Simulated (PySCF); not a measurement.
## PBEsol on Se (selenium, neutral)

Configuration: [Ar] 3d10 4s1 4p4 5s1, high-spin 5P determinant (an excited configuration). All numbers are calculated (PySCF 2.14, scalar relativity through the core potential, in aug-cc-pVDZ-PP with ECP10MDF (5s4p3d, 32 functions)).

| Item | Value |
| --- | --- |
| Total energy | -372.1142 hartree |
| One-electron energy | -649.8218 hartree |
| Hartree (Coulomb) energy | 306.0928 hartree |
| Exchange-correlation energy | -28.3852 hartree |
| ⟨S²⟩ | 6.0017 |
| ⟨L²⟩ | 2.023 |
| Sum of ⟨r⟩ | 26.03 bohr |
| Sum of ⟨r²⟩ | 58.01 bohr² |
| Traceless quadrupole moment −½Σ⟨3z² − r²⟩ along its main axis | -1.53 e·bohr² |

```json
{"shell": "3s α", "electrons": "1", "mean orbital energy (eV)": "-209.48", "spread (eV)": "0", "rms radius, mean of both spins (bohr)": "0.619"}
{"shell": "3s β", "electrons": "1", "mean orbital energy (eV)": "-209.14", "spread (eV)": "0", "rms radius, mean of both spins (bohr)": "0.619"}
{"shell": "3p α", "electrons": "3", "mean orbital energy (eV)": "-158.84", "spread (eV)": "0.599", "rms radius, mean of both spins (bohr)": "0.641"}
{"shell": "3p β", "electrons": "3", "mean orbital energy (eV)": "-158.46", "spread (eV)": "0.453", "rms radius, mean of both spins (bohr)": "0.641"}
{"shell": "3d α", "electrons": "5", "mean orbital energy (eV)": "-60.278", "spread (eV)": "0.599", "rms radius, mean of both spins (bohr)": "0.694"}
{"shell": "3d β", "electrons": "5", "mean orbital energy (eV)": "-59.732", "spread (eV)": "0.396", "rms radius, mean of both spins (bohr)": "0.694"}
{"shell": "4s α", "electrons": "1", "mean orbital energy (eV)": "-23.104", "spread (eV)": "0", "rms radius, mean of both spins (bohr)": "1.85"}
{"shell": "4p α", "electrons": "3", "mean orbital energy (eV)": "-11.417", "spread (eV)": "1.225", "rms radius, mean of both spins (bohr)": "2.30"}
{"shell": "4p β", "electrons": "1", "mean orbital energy (eV)": "-8.779", "spread (eV)": "0", "rms radius, mean of both spins (bohr)": "2.30"}
{"shell": "5s α", "electrons": "1", "mean orbital energy (eV)": "-1.860", "spread (eV)": "0", "rms radius, mean of both spins (bohr)": "5.04"}
```

Energies and moments cover only the electrons outside the core potential. The outer electron is Rydberg-like, and this basis confines it to a smaller radius and binds it less than a complete one would.
